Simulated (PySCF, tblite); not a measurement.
Isomers of C6H13ClSSi, one GFN2-xTB conformer each. Single-point energies are computed at PBE0/pcSseg-1 (PySCF, gas phase, no added dispersion term), electronic only.

```tsv
SMILES	GFN2-xTB relative energy (kcal/mol)
CC[Si@@H](Cl)SCC1CC1	0.0
C=C(C)[Si@@H](Cl)SCCC	4.1
```

Conformers: `[CH3:1][CH2:2][Si@@H:3]([Cl:4])[S:5][CH2:6][CH:7]1[CH2:8][CH2:9]1` with C1–C2–Si3–Cl4 61°, C2–Si3–S5–C6 -161°, Si3–S5–C6–C7 -76°, S5–C6–C7–C8 163°; `[CH2:1]=[C:2]([CH3:3])[Si@@H:4]([Cl:5])[S:6][CH2:7][CH2:8][CH3:9]` with C1–C2–Si4–Cl5 -125°, C2–Si4–S6–C7 161°, Si4–S6–C7–C8 67°, S6–C7–C8–C9 60°.

Question: What does PBE0/pcSseg-1 give for the same structures?

Answer: 
```json
{"SMILES": "C=C(C)[Si@@H](Cl)SCCC", "PBE0/pcSseg-1 E (Eh)": "-1383.63383", "PBE0/pcSseg-1 (kcal/mol)": "0.0", "GFN2-xTB (kcal/mol)": "4.1", "point group": "C1"}
{"SMILES": "CC[Si@@H](Cl)SCC1CC1", "PBE0/pcSseg-1 E (Eh)": "-1383.63009", "PBE0/pcSseg-1 (kcal/mol)": "2.3", "GFN2-xTB (kcal/mol)": "0.0", "point group": "C1"}
```

GFN2-xTB puts CC[Si@@H](Cl)SCC1CC1 lowest instead. As drawn, the lower has a C=C bond outside aromatic rings, which the higher lacks; the higher has a three-membered ring, which the lower lacks. Neighbours under 2.5 kcal/mol apart (C=C(C)[Si@@H](Cl)SCCC and CC[Si@@H](Cl)SCC1CC1) can change places with a better method, another conformer or zero-point energy.

Question: Which frontier levels, dipoles and rotational constants go with these structures?

Answer: 
```tsv
SMILES	HOMO (eV, PBE0/pcSseg-1)	LUMO (eV)	dipole (D)	A, B, C (MHz)
C=C(C)[Si@@H](Cl)SCCC	-7.04	-0.51	1.39	1573, 624.6, 497.2
CC[Si@@H](Cl)SCC1CC1	-6.92	0.18	0.86	1666, 568.2, 493.7
```

Question: What happens when harmonic zero-point energies from GFN2-xTB frequencies are added?

Answer: 
```json
{"SMILES": "C=C(C)[Si@@H](Cl)SCCC", "ZPE (kcal/mol)": "109.5", "electronic (kcal/mol)": "0.0", "with ZPE (kcal/mol)": "0.0"}
{"SMILES": "CC[Si@@H](Cl)SCC1CC1", "ZPE (kcal/mol)": "110.6", "electronic (kcal/mol)": "2.3", "with ZPE (kcal/mol)": "3.4"}
```

The zero-point energies span 1.1 kcal/mol. The order is unchanged.
